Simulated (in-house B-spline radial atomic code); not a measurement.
RPA and G0W0 for the germanium ion Ge³⁺, [Ar] 3d10 4s1, highest spin, as one setting changes: the highest l of the empty states. Start: r2SCAN. A dash marks a level of low quasi-particle weight. Computed with an all-electron radial atomic-structure program (B-spline basis): all electrons, scalar-relativistic (spin-free one-electron X2C), finite nucleus, each spin shell either full or empty, empty states to the listed l with an (l + 1/2)⁻⁴ tail; G0W0 by contour deformation at full frequency.

RPA overbinds a lone outer s electron by self-correlation, and G0W0 tends to as well.

```json
{"highest l of the empty states": "4", "RPA summed (Eh)": "-1.9351", "RPA extrapolated (Eh)": "-2.192", "G0W0 level (eV)": "4s up -46.63"}
{"highest l of the empty states": "5", "RPA summed (Eh)": "-2.0477", "RPA extrapolated (Eh)": "-2.2046", "G0W0 level (eV)": "4s up -46.63"}
{"highest l of the empty states": "6", "RPA summed (Eh)": "?", "RPA extrapolated (Eh)": "?", "G0W0 level (eV)": "?"}
{"highest l of the empty states": "7", "RPA summed (Eh)": "-2.1312", "RPA extrapolated (Eh)": "-2.1901", "G0W0 level (eV)": "4s up -46.62"}
{"highest l of the empty states": "8", "RPA summed (Eh)": "-2.147", "RPA extrapolated (Eh)": "-2.1845", "G0W0 level (eV)": "4s up -46.61"}
{"highest l of the empty states": "9", "RPA summed (Eh)": "-2.1564", "RPA extrapolated (Eh)": "-2.1817", "G0W0 level (eV)": "4s up -46.61"}
{"highest l of the empty states": "10", "RPA summed (Eh)": "?", "RPA extrapolated (Eh)": "?", "G0W0 level (eV)": "?"}
{"highest l of the empty states": "11", "RPA summed (Eh)": "-2.1661", "RPA extrapolated (Eh)": "-2.1791", "G0W0 level (eV)": "4s up -46.61"}
```

Task: What belongs in the row for 10?

Result: RPA summed (Eh): -2.1623; RPA extrapolated (Eh): -2.1801; G0W0 level (eV): 4s up -46.61.

Task: What belongs in the row for 6?

Result: RPA summed (Eh): -2.1024; RPA extrapolated (Eh): -2.1963; G0W0 level (eV): 4s up -46.62.
